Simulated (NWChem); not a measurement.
Everything below was run with NWChem. System: dimethyl telluride (C2H6Te), charge 0, spin multiplicity 1, at a geometry optimised with PBE0/def2-SVP with def2 effective core potentials on Te. Level: RHF/def2-TZVP with def2 effective core potentials on Te.

NWChem printed:

```
             Northwest Computational Chemistry Package (NWChem) 7.3.0
             --------------------------------------------------------

                                NWChem Input Module
                                -------------------

 Scaling coordinates for geometry "geometry" by  1.889725989
 (inverse scale =  0.529177249)

 Turning off AUTOSYM since
 SYMMETRY directive was detected!

                             Geometry "geometry" -> ""
                             -------------------------

 Output coordinates in angstroms (scale by  1.889725989 to convert to a.u.)

  No.       Tag          Charge          X              Y              Z
 ---- ---------------- ---------- -------------- -------------- --------------
    1 C                    6.0000    -1.57978300     0.00000000    -1.06637200
    2 Te                  52.0000     0.00000000     0.00000000     0.39588500
    3 C                    6.0000     1.57978300     0.00000000    -1.06637200
    4 H                    1.0000    -1.51749800    -0.90252400    -1.68793900
    5 H                    1.0000    -2.53207300     0.00000000    -0.51890600
    6 H                    1.0000    -1.51749800     0.90252400    -1.68793900
    7 H                    1.0000     1.51749800    -0.90252400    -1.68793900
    8 H                    1.0000     2.53207300     0.00000000    -0.51890600
    9 H                    1.0000     1.51749800     0.90252400    -1.68793900

 Effective nuclear repulsion energy (a.u.)     245.9262636769

            Nuclear Dipole moment (a.u.)
            ----------------------------
        X                 Y               Z
 ---------------- ---------------- ----------------
    -0.0000000000     0.0000000000    -0.0000226767

      Symmetry information
      --------------------

 Group name             C2v
 Group number             16
 Group order               4
 No. of unique centers     4

      Symmetry unique atoms

     1    2    4    5


 Summary of "ao basis" -> "" (spherical)
 ------------------------------------------------------------------------------
       Tag                 Description            Shells   Functions and Types
 ---------------- ------------------------------  ------  ---------------------
 *                         def2-tzvp                  on all atoms

 Summary of "ao basis" -> "ao basis" (spherical)
 ------------------------------------------------------------------------------
       Tag                 Description            Shells   Functions and Types
 ---------------- ------------------------------  ------  ---------------------
 C                         def2-tzvp                11       31   5s3p2d1f
 Te                        def2-tzvp                16       50   6s5p3d2f
 H                         def2-tzvp                 4        6   3s1p

                                 NWChem SCF Module
                                 -----------------

  ao basis        = "ao basis"
  functions       =   148
  atoms           =     9
  closed shells   =    21
  open shells     =     0
  charge          =   0.00
  wavefunction    = RHF
  use symmetry    = T
  symmetry adapt  = T

 Summary of "ao basis" -> "ao basis" (spherical)
 ------------------------------------------------------------------------------
       Tag                 Description            Shells   Functions and Types
 ---------------- ------------------------------  ------  ---------------------
 C                         def2-tzvp                11       31   5s3p2d1f
 Te                        def2-tzvp                16       50   6s5p3d2f
 H                         def2-tzvp                 4        6   3s1p

      Symmetry analysis of basis
      --------------------------

        a1         53
        a2         22
        b1         44
        b2         29

 Forming initial guess at       0.1s

      Superposition of Atomic Density Guess
      -------------------------------------

 Sum of atomic energies:        -389.60976563

      Non-variational initial energy
      ------------------------------

 Total energy =    -346.640874
 1-e energy   =    -829.952393
 2-e energy   =     352.689789
 HOMO         =      -0.225706
[...]
         Quadratically convergent ROHF

 Convergence threshold     :          1.000E-07
 Maximum no. of iterations :          100
 Final Fock-matrix accuracy:          1.000E-09
 ----------------------------------------------

              iter       energy          gnorm     gmax       time
             ----- ------------------- --------- --------- --------
                 1     -346.2203750604  5.32D-01  1.16D-01      1.7
                 2     -346.2474652379  1.52D-01  2.94D-02      1.9
                 3     -346.2485891508  9.80D-03  2.71D-03      2.3
                 4     -346.2486051674  2.74D-05  7.99D-06      2.9
                 5     -346.2486051675  5.76D-09  1.30D-09      3.8

       Final RHF  results
       ------------------

         Total SCF energy =   -346.248605167487
      One-electron energy =   -832.891142465151
      Two-electron energy =    356.020807543592
 Nuclear repulsion energy =    130.621729754073

        Time for solution =      2.2s

       Symmetry analysis of molecular orbitals - final
       -----------------------------------------------

  Numbering of irreducible representations:

     1 a1          2 a2          3 b1          4 b2

  Orbital symmetries:

     1 b1          2 a1          3 a1          4 b1          5 a1
     6 b2          7 b1          8 a1          9 a2         10 b2
    11 a1         12 a1         13 b1         14 a1         15 b2
    16 a1         17 b1         18 a2         19 b1         20 a1
    21 b2         22 b1         23 a1         24 a1         25 b2
    26 a1         27 b1         28 b1         29 a2         30 b2
    31 a1

             Final eigenvalues
             -----------------

              1
    1  -11.2473
    2  -11.2473
    3   -7.0966
    4   -5.0676
    5   -5.0640
    6   -5.0575
    7   -1.9273
    8   -1.9252
    9   -1.9172
   10   -1.9133
   11   -1.9125
   12   -0.9747
   13   -0.9338
   14   -0.7337
   15   -0.5817
   16   -0.5799
   17   -0.5643
   18   -0.5641
   19   -0.4347
   20   -0.3907
   21   -0.2912
   22    0.0902
   23    0.1241
   24    0.1455
   25    0.1927
   26    0.2082
   27    0.2112
   28    0.2245
   29    0.2433
   30    0.2680
   31    0.2756

                       ROHF Final Molecular Orbital Analysis
                       -------------------------------------

 Vector   19  Occ=2.000000D+00  E=-4.347465D-01  Symmetry=b1
              MO Center= -5.8D-12,  8.9D-15, -5.4D-01, r^2= 3.4D+00
   Bfn.  Coefficient  Atom+Function         Bfn.  Coefficient  Atom+Function
  ----- ------------  ---------------      ----- ------------  ---------------
    47     -0.297184  2 Te px                41      0.283861  2 Te px
    44     -0.221463  2 Te px                 9      0.187989  1 C  px
    90      0.187989  3 C  px                 6      0.184049  1 C  px
    87      0.184049  3 C  px

 Vector   20  Occ=2.000000D+00  E=-3.906947D-01  Symmetry=a1
              MO Center=  5.7D-12,  2.4D-14,  1.2D-01, r^2= 3.3D+00
   Bfn.  Coefficient  Atom+Function         Bfn.  Coefficient  Atom+Function
  ----- ------------  ---------------      ----- ------------  ---------------
    49      0.378252  2 Te pz                43     -0.333392  2 Te pz
    37      0.282541  2 Te s                 46      0.263499  2 Te pz
    36      0.236426  2 Te s                 33      0.194119  2 Te s
    34     -0.162145  2 Te s                 52      0.161906  2 Te pz

 Vector   21  Occ=2.000000D+00  E=-2.912483D-01  Symmetry=b2
              MO Center=  5.6D-16, -1.4D-15,  3.5D-01, r^2= 2.7D+00
   Bfn.  Coefficient  Atom+Function         Bfn.  Coefficient  Atom+Function
  ----- ------------  ---------------      ----- ------------  ---------------
    48      0.542273  2 Te py                42     -0.417316  2 Te py
    45      0.335227  2 Te py                51      0.330095  2 Te py

 Vector   22  Occ=0.000000D+00  E= 9.024225D-02  Symmetry=b1
              MO Center=  3.9D-14, -5.6D-17,  3.8D-01, r^2= 7.0D+00
   Bfn.  Coefficient  Atom+Function         Bfn.  Coefficient  Atom+Function
  ----- ------------  ---------------      ----- ------------  ---------------
     5      2.131021  1 C  s                 86     -2.131021  3 C  s
    50      1.415205  2 Te px               121     -0.487113  5 H  s
   139      0.487113  8 H  s                115     -0.463618  4 H  s
   127     -0.463618  6 H  s                133      0.463618  7 H  s
   145      0.463618  9 H  s                 47      0.440828  2 Te px

 Vector   23  Occ=0.000000D+00  E= 1.241213D-01  Symmetry=a1
              MO Center= -1.5D-13,  4.5D-17, -7.8D-01, r^2= 9.0D+00
   Bfn.  Coefficient  Atom+Function         Bfn.  Coefficient  Atom+Function
  ----- ------------  ---------------      ----- ------------  ---------------
     5      2.925588  1 C  s                 86      2.925588  3 C  s
    37     -1.627763  2 Te s                115     -1.058554  4 H  s
   127     -1.058554  6 H  s                133     -1.058554  7 H  s
   145     -1.058554  9 H  s                 52      0.990407  2 Te pz
   121     -0.768247  5 H  s                139     -0.768247  8 H  s

 Vector   24  Occ=0.000000D+00  E= 1.455338D-01  Symmetry=a1
              MO Center=  2.1D-15,  1.9D-16,  2.4D-01, r^2= 9.0D+00
   Bfn.  Coefficient  Atom+Function         Bfn.  Coefficient  Atom+Function
  ----- ------------  ---------------      ----- ------------  ---------------
     5      1.750449  1 C  s                 86      1.750449  3 C  s
    52     -1.307520  2 Te pz               121     -1.204471  5 H  s
   139     -1.204471  8 H  s                 37      1.050492  2 Te s
   115     -1.018097  4 H  s                127     -1.018097  6 H  s
   133     -1.018097  7 H  s                145     -1.018097  9 H  s

 center of mass
 --------------
 x =   0.00000000 y =   0.00000000 z =   0.21247460

 moments of inertia (a.u.)
 ------------------
         217.625047075307           0.000000000000          -0.000000000000
           0.000000000000         499.095815470785           0.000000000000
          -0.000000000000           0.000000000000         304.923331046884

  Mulliken analysis of the total density
  --------------------------------------

    Atom       Charge   Shell Charges
 -----------   ------   -------------------------------------------------------
    1 C    6     6.46   0.85  1.12  0.47  0.73  0.06  1.20  1.51  0.45  0.02  0.05  0.00
    2 Te  24    23.86   0.28 -0.83  1.55  1.00  1.04  0.80 -0.51  6.47  1.09  2.11  0.72  9.09  0.91  0.11  0.03  0.00
    3 C    6     6.46   0.85  1.12  0.47  0.73  0.06  1.20  1.51  0.45  0.02  0.05  0.00
    4 H    1     0.87   0.26  0.48  0.10  0.02
    5 H    1     0.87   0.26  0.48  0.10  0.02
    6 H    1     0.87   0.26  0.48  0.10  0.02
    7 H    1     0.87   0.26  0.48  0.10  0.02
    8 H    1     0.87   0.26  0.48  0.10  0.02
    9 H    1     0.87   0.26  0.48  0.10  0.02

       Multipole analysis of the density wrt the origin
       ------------------------------------------------

     L   x y z        total         open         nuclear
     -   - - -        -----         ----         -------
     0   0 0 0     -0.000000      0.000000     42.000000

     1   1 0 0     -0.000000      0.000000     -0.000000
     1   0 1 0     -0.000000      0.000000      0.000000
     1   0 0 1     -0.561556      0.000000    -20.947220

     2   2 0 0    -28.086039      0.000000    185.633065
     2   1 1 0      0.000000      0.000000      0.000000
     2   1 0 1      0.000000      0.000000     -0.000000
     2   0 2 0    -32.707349      0.000000     11.635236
     2   0 1 1      0.000000      0.000000      0.000000
     2   0 0 2    -30.336015      0.000000    104.783128

 Task  times  cpu:        3.8s     wall:        3.8s

 Total times  cpu:        3.8s     wall:        3.8s
```

**Question.** Write an NWChem input that would produce this output.

**Answer.** This is not unique; one that fits is 
```
start mol
memory heap 200 mb stack 900 mb global 1100 mb
geometry units angstroms nocenter noautoz
  C     -1.579783     0.000000    -1.066372
  Te     0.000000     0.000000     0.395885
  C      1.579783     0.000000    -1.066372
  H     -1.517498    -0.902524    -1.687939
  H     -2.532073     0.000000    -0.518906
  H     -1.517498     0.902524    -1.687939
  H      1.517498    -0.902524    -1.687939
  H      2.532073     0.000000    -0.518906
  H      1.517498     0.902524    -1.687939
  symmetry group C2v
end
basis spherical
  * library def2-tzvp
end
ecp
  Te library def2-ecp
end
scf
  rhf
  nopen 0
  maxiter 100
  thresh 1e-7
  semidirect memsize 60000000 filesize 0
end
task scf energy
```
